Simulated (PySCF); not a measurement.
Computed with B3LYP-D3(BJ)/def2-TZVP // PBE0-D4/def2-TZVP in PySCF 2.14.0. Isolated molecules, 0 K electronic values unless said otherwise. One relaxed conformer stands for a flexible species; it need not be the lowest. B3LYP has the VWN-RPA correlation part, as in Gaussian. Delta-SCF ions had no search for a lower state. 

Reference species (SMILES): `C[Si@@H](N)[SiH3]` (neutral, multiplicity 1).

The HOMO–LUMO gap is 6.82 eV and the vertical ionisation energy (Delta-SCF) is 9.02 eV.

Changed species: `CN([SiH3])[SiH3]`.

Give the shifts of the HOMO–LUMO gap and vertical ionisation energy (Delta-SCF).

the HOMO–LUMO gap falls by 0.03 eV, to 6.79 eV; the vertical ionisation energy (Delta-SCF) decreases by 0.06 eV, to 8.96 eV.
